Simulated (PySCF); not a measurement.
## Ge: excitation energy

Ge [Ar] 3d10 4s2 4p2 (3P) → Ge [Ar] 3d10 4s2 4p1 5s1 (3P), as a difference of total energies. Computed with PySCF 2.14 in aug-cc-pVQZ-PP with one added diffuse shell each of s, p, d, f, g type with ECP10MDF (8s7p6d4f3g, 114 functions), with scalar relativity through the core potential. Correlated levels: valence: 3s2 3p6 3d10 frozen. The calculations carry no spin-orbit coupling.

| method | excitation energy (eV) | error (eV) |
| --- | --- | --- |
| UHF | 4.393 | -0.255 |
| LDA | 4.515 | -0.133 |
| PBE | 4.449 | -0.199 |
| PBE0 | 4.552 | -0.096 |
| r2SCAN | 4.778 | +0.130 |
| revPBE | 4.439 | -0.209 |
| r2SCANh | 4.777 | +0.129 |
| PW91 | 4.485 | -0.163 |
| MP2 (valence) | 4.601 | -0.047 |
| SCS-MP2 (valence) | 4.569 | -0.079 |

Reference: 4.648 eV (measured; NIST levels, between the centres of gravity of the two terms).

Errors of the correlated levels include the incompleteness of this basis and the frozen core.
